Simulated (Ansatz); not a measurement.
Ansatz results at the PBE0-D4/def2-TZVP geometry: ideal-gas entropy at 298 K and 1 bar (rigid rotor, harmonic PBE0-D4/def2-TZVP) 408 J/(mol·K); size of the dipole moment (ωB97M-V/def2-TZVPP) 2.08 D; size of the dipole moment (B3LYP/def2-TZVPP) 1.98 D.

Each molecule was computed in one conformer, which needn't be the lowest.

Problem. Which molecule gave them?
A. `C[N]C`•
B. `C[N](C)[Mg]`•
C. `C[O][In][O]C`•
D. `[O]CF`•

Solution. C. The others give `C[N]C`•: 282, 1.74, 1.72; `C[N](C)[Mg]`•: 313, 1.74, 1.52; `[O]CF`•: 257, 2.13, 2.16.

B3LYP here is the variant with VWN-RPA as its local correlation; programs differ in this.
